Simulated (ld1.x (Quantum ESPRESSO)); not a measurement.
**How hard is this Pd (Z = 46) PAW potential?**

Pd (Z = 46), PAW, made with ld1.x (Quantum ESPRESSO) 7.5 (PBE, scalar-relativistic). Core [Kr], reference 4d8.5 5s0 5p0 (charge +1.5). Waves: 5s (bound, empty): rcut 1.75, rcutus 2.30 bohr; 5s channel at -0.5 Ry: rcut 1.75, rcutus 2.30 bohr; 5p (bound, empty): rcut 2.05, rcutus 2.35 bohr; 5p channel at -0.35 Ry: rcut 2.05, rcutus 2.35 bohr; 4d (bound): rcut 1.80, rcutus 2.15 bohr; 4d channel at 1.55 Ry: rcut 1.80, rcutus 2.15 bohr. Local part: all-electron potential smoothed inside 2.20 bohr (lloc = -1). Core correction: Bessel-smoothed model core inside 1.70 bohr. Augmentation charge: BG, radius 1.90 bohr.

The pseudo-atom Hamiltonian at the reference potential is diagonalised in spherical Bessel functions j_l(qr) that vanish at 20 bohr, with q² up to the cutoff. All-electron valence levels (Ry): 5s -1.1384, 5p -0.7336, 4d -1.5247.

How do the lowest levels (Ry) of each channel move with the cutoff, and are there ghosts?

| cutoff (Ry) | s #1 | s #2 | p #1 | p #2 | p #3 | d #1 | f #1 | Σ f·Δε (mRy) |
| --- | --- | --- | --- | --- | --- | --- | --- | --- |
| 8 | -1.1381 | -0.3663 | -0.7330 | -0.2635 | -0.1209 | -0.6377 | -0.1509 | 7539.8 |
| 10 | -1.1382 | -0.3664 | -0.7334 | -0.2636 | -0.1209 | -1.0490 | -0.1509 | 4044.3 |
| 12 | -1.1383 | -0.3664 | -0.7336 | -0.3777 | -0.2635 | -1.3384 | -0.1510 | 1583.7 |
| 15 | -1.1384 | -0.3664 | -0.9298 | -0.7336 | -0.2635 | -1.4647 | -0.1510 | 510.4 |
| 18 | -1.1384 | -0.3664 | -1.0514 | -0.7337 | -0.2635 | -1.5174 | -0.1510 | 62.8 |
| 21 | -1.1384 | -0.3664 | -1.0868 | -0.7337 | -0.2635 | -1.5234 | -0.1510 | 11.7 |
| 30 | -1.1385 | -0.3664 | -1.0928 | -0.7337 | -0.2635 | -1.5243 | -0.1510 | 3.9 |
| 35 | -1.1385 | -0.3664 | -1.0929 | -0.7337 | -0.2635 | -1.5246 | -0.1510 | 1.4 |
| 40 | -1.1385 | -0.3664 | -1.0931 | -0.7337 | -0.2635 | -1.5247 | -0.1510 | 0.5 |
| 45 | -1.1385 | -0.3664 | -1.0938 | -0.7337 | -0.2635 | -1.5247 | -0.1510 | 0.4 |
| 50 | -1.1385 | -0.3664 | -1.0940 | -0.7337 | -0.2635 | -1.5247 | -0.1510 | 0.3 |
| 400 | -1.1385 | -0.3664 | -1.0944 | -0.7337 | -0.2635 | -1.5248 | -0.1510 | 0.0 |

Result: ghost state, extra bound levels that the all-electron valence spectrum of the same l lacks: p at -14.9 eV (a true bound ghost makes a file unfit for plane-wave use); 10 mRy is reached at 25 Ry and 1 mRy at 40 Ry.

Its largest configuration-test error is -2129 meV.
